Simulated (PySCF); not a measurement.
AlBrClH. Atoms are numbered in the order given.

```xyz
4

Al    -0.8068     0.6342     0.0000
H     -2.3644     0.7800     0.0000
Cl     0.4175     2.3194     0.0000
Br     0.1644    -1.3844     0.0000
```

Coordinates come from a PBE0-D3(BJ)/def2-TZVP optimisation.

Vertical ionisation energy (IE) and electron affinity (EA) in eV. Rows of orbital energies are one-electron estimates. Where ΔSCF, EOM or ADC give a negative EA the extra electron is unbound and the value depends on the basis.

```
level                                            IE     EA
--------------------------------------------  -----  -----
−ε(HOMO), −ε(LUMO), B3LYP/def2-TZVPD (PySCF)   8.53   1.78
ADC(2)/aug-cc-pVDZ (PySCF)                    10.86  -0.03
```

Task: Beyond the first one, list the lowest photoelectron lines from ADC(2)/aug-cc-pVDZ (PySCF) with their pole strengths (two spins summed). (Estimate from the structure and the level; the computed values follow.)

Result: 11.16 eV (1.83), 11.44 eV (1.82), 12.12 eV (1.81), 12.76 eV (1.82), 12.99 eV (1.82).
